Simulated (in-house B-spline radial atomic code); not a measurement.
Ga⁸⁺. Computed with a B-spline radial atomic code. Model: all-electron spherical atom, spin shells full or empty, radial basis limit, no spin-orbit coupling: exact exchange with a local potential (Slater, KLI or optimised effective potential, whose far tail is KLI's), no correlation.

Exchange potential has not reached -1/r at the last radius.

The run also made RPA and GW results, which its time includes.

The Slater potential averages the orbital exchange potentials with the orbital densities as weights, KLI adds orbital constants, and the optimised effective potential minimises the exact-exchange energy among local potentials. So their energies lie above Hartree-Fock in the order OEP, KLI, Slater. All fall off as −1/r, unlike LDA and GGA exchange.

Command:
```bash
python run_gw.py task.json out
```
Settings (lengths in bohr, energies in hartree):
```
Z                      31
electrons              23
configuration          [Ar] 3d5
hamiltonian            nr
method                 kli
lmax                   9
spin_polarised         True
box_radius             7.7
intervals              68
```

Run time, properties included: 5.7 s on 1 thread of Arm Neoverse N1 (shared host).

Given: hamiltonian non-relativistic; mean-field start exchange-only KLI.

Computed: energy above Hartree-Fock 8.5227 millihartree; virial ratio -E/T less 1 0.000391.

```tsv
radius (bohr)	r times exchange potential up (hartree bohr)	r times exchange potential down (hartree bohr)
0.00161	-0.03974	-0.040471
0.00196	-0.048332	-0.049221
0.00238	-0.058605	-0.059685
0.00289	-0.071022	-0.072334
0.0035	-0.085767	-0.087355
0.00425	-0.10371	-0.10564
0.00516	-0.12518	-0.12752
0.00627	-0.15083	-0.15368
0.00761	-0.18092	-0.18437
0.00924	-0.21608	-0.22027
0.0112	-0.25608	-0.26116
0.0136	-0.30141	-0.30758
0.0165	-0.35063	-0.35811
0.0201	-0.4032	-0.41231
0.0244	-0.45401	-0.46507
0.0296	?	?
0.0359	-0.53424	-0.55058
0.0436	-0.55348	-0.57343
0.0529	-0.55612	-0.58053
0.0642	-0.5547	-0.58453
0.078	-0.58197	-0.61799
0.0947	-0.66481	-0.70709
0.115	-0.78703	-0.83524
0.14	-0.91014	-0.96361
0.169	-0.99502	-1.0515
0.206	-1.0256	-1.078
0.25	-0.99938	-1.0165
0.303	-0.99668	-0.88399
0.368	-1.1423	-0.85952
0.447	?	?
0.542	-1.589	-1.2486
0.658	-1.689	-1.3638
0.799	-1.6614	-1.3872
0.971	-1.5341	-1.3393
1.18	-1.3687	-1.2578
1.43	-1.2224	-1.1765
1.74	-1.1174	-1.1084
```

(1) What belongs in the row 0.0296?

(2) What belongs in the row 0.447?

```json
{"occupied": "1s up", "level (hartree)": "-378.22", "Hartree-Fock level (hartree)": "-385.87"}
{"occupied": "1s down", "level (hartree)": "?", "Hartree-Fock level (hartree)": "?"}
{"occupied": "2s up", "level (hartree)": "-53.103", "Hartree-Fock level (hartree)": "-55.506"}
{"occupied": "2s down", "level (hartree)": "-53.179", "Hartree-Fock level (hartree)": "-55.157"}
{"occupied": "2p up", "level (hartree)": "-47.902", "Hartree-Fock level (hartree)": "-49.817"}
{"occupied": "2p down", "level (hartree)": "-48.079", "Hartree-Fock level (hartree)": "-49.483"}
{"occupied": "3s up", "level (hartree)": "-12.531", "Hartree-Fock level (hartree)": "-13.108"}
{"occupied": "3s down", "level (hartree)": "?", "Hartree-Fock level (hartree)": "?"}
{"occupied": "3p up", "level (hartree)": "-10.815", "Hartree-Fock level (hartree)": "-11.175"}
{"occupied": "3p down", "level (hartree)": "-10.375", "Hartree-Fock level (hartree)": "-10.378"}
{"occupied": "3d up", "level (hartree)": "-7.8719", "Hartree-Fock level (hartree)": "-7.8751"}
```

(3) What belongs in the row 1s down?

(4) What belongs in the row 3s down?

| empty | level (hartree) |
| --- | --- |
| 3d down | -7.4239 |
| 4s up | -4.9185 |
| 4s down | -4.8246 |
| 4p up | ? |
| 4p down | -4.2841 |
| 4d up | -3.489 |
| 4d down | -3.4174 |
| 4f up | ? |
| 4f down | -2.6797 |
| 5s up | -2.667 |
| 5s down | -2.6334 |

(5) What belongs in the row 4p up?

(6) What belongs in the row 4f up?

Results:

(1) r times exchange potential up (hartree bohr): -0.49943; r times exchange potential down (hartree bohr): -0.51287.

(2) r times exchange potential up (hartree bohr): -1.3845; r times exchange potential down (hartree bohr): -1.0518.

(3) level (hartree): -378.67; Hartree-Fock level (hartree): -385.87.

(4) level (hartree): -12.089; Hartree-Fock level (hartree): -12.455.

(5) level (hartree): -4.3687.

(6) level (hartree): -2.7319.

The highest level, 3d up, differs from Hartree-Fock by +0.089 eV and the deepest, 1s down, by +196 eV: a local potential can match the highest level but can't give each shell its own exchange.
